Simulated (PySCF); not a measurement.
Compound: [Ag(NH3)2]+ (charge +1 and singlet state).
Geometry (PBE0-D3(BJ)/def2-SVP, Å), atoms numbered from 1 in this order:
```
atom  x, y, z in Å
Ag1    0.018   -0.013   -0.003
N2    -0.002   -0.032    2.139
H3    -0.442    0.803    2.530
H4     0.937   -0.077    2.541
H5    -0.515   -0.831    2.519
N6     0.033    0.016   -2.145
H7    -0.910   -0.001   -2.539
H8     0.526   -0.785   -2.547
H9     0.487    0.851   -2.522
```

Computed with PySCF 2.14.0, PBE0-D3(BJ)/def2-SVP geometry optimisation, gas phase, def2 core potentials past Kr.

Q: Which atoms are bound to Ag1, and at what distances?

A: 2 atoms: N6 2.143 Å, N2 2.143 Å. The nearest atom not counted as bound is H7, at 2.70 Å (others tie with it).

Q: What is the shape at Ag1?

A: Linear: angle 179.7°.

Q: What are the other bond lengths?

A: N2–H3 and 5 like bonds 1.022 Å.

Charge +1, singlet. No PBE0-D3(BJ)/def2-SVP frequencies stand behind this structure, so it isn't proved a minimum.

The run took 18 s of wall time on one thread, Arm Neoverse V2 (aarch64), shared host, and the process peaked at 0.35 GiB of memory. This is the geometry optimisation.
